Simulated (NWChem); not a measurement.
System: CH5ClFNSi; SMILES C[Si](N)(F)Cl

The following NWChem deck was run.

```
start job
memory heap 200 mb stack 900 mb global 1100 mb
geometry units angstroms noautosym nocenter noautoz
  C      1.629808     1.085775     0.456693
  Si    -0.004871     0.302492     0.040167
  N     -1.229200     0.755495     1.144821
  F     -0.354917     0.665873    -1.497766
  Cl     0.102607    -1.767915     0.101940
  H      1.966969     0.774821     1.450248
  H      1.548300     2.179549     0.448169
  H      2.394525     0.802889    -0.273792
  H     -2.093603     0.230036     1.196189
  H     -1.373648     1.732984     1.369711
end
basis spherical
  * library 6-31g*
end
dft
  xc b3lyp
  iterations 150
end
cosmo
  do_cosmo_smd true
  solvent toluene
end
task dft energy
```

Geometry: optimised at B3LYP/6-31G* (spherical d). B3LYP is NWChem's, with the RPA form of VWN correlation. Solvent: toluene.

Level: B3LYP/6-31G* with SMD (1 M gas to 1 M solution), gas-phase geometry. Reactions with the solvent are ignored.

Problem. Give the results of this calculation. (B3LYP/6-31G* (spherical d), SMD on the gas-phase geometry.) Quantities: solvation free energy (kcal/mol); cavity-dispersion-structure term (kcal/mol); dipole in solution (D).

Solution. The solvation free energy (kcal/mol) is -4.3, the cavity-dispersion-structure term (kcal/mol) is -0.2 and the dipole in solution (D) is 3.32.
